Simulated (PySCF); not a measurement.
Molecule: `C1(C=C)CCCCC1`, C8H14.

Numbering as in the mapped SMILES `[CH2:1]=[CH:2][CH:3]1[CH2:4][CH2:5][CH2:6][CH2:7][CH2:8]1`. Each H is labelled by its parent atom. Ha(C4), Ha(C5), Ha(C6), Ha(C7), Ha(C8) are cis to C2 on the ring; Ha(C1) is cis to C3; Hb(C4), Hb(C5), Hb(C6), Hb(C7), Hb(C8) are trans to C2 on the ring; Hb(C1) is trans to C3.

Geometry PBE0-D3(BJ)/def2-SVP throughout; GIAO in PySCF 2.14, gas phase, one conformer, non-relativistic; equivalent atoms averaged; functional PBE0.

For orientation, def2-SVP gives these shifts δ (against TMS at the same level): C4/C8 33.0, C6 25.8, H(C2) 5.65, Ha(C1) 5.12, Ha(C5)/Ha(C7) 1.50, Hb(C4)/Hb(C8) 1.41, Hb(C5)/Hb(C7) 1.08, Ha(C6) 0.95, Ha(C4)/Ha(C8) 0.87 ppm.

A run gave: C4/C8 35.4, C6 28.1, H(C2) 5.80, Ha(C1) 5.31, Ha(C5)/Ha(C7) 1.63, Hb(C4)/Hb(C8) 1.50, Hb(C5)/Hb(C7) 1.20, Ha(C6) 1.06, Ha(C4)/Ha(C8) 0.94 ppm (shifts δ (against TMS at the same level)).

Which basis set was used in that run?
A. STO-3G
B. 6-31G*
C. pcSseg-0
D. pcSseg-1

## Answers

D. Ha(C1) tells them apart best: pcSseg-1 gives 5.31, pcSseg-0 gives 5.59, 6-31G* gives 5.11, STO-3G gives 4.98 ppm.
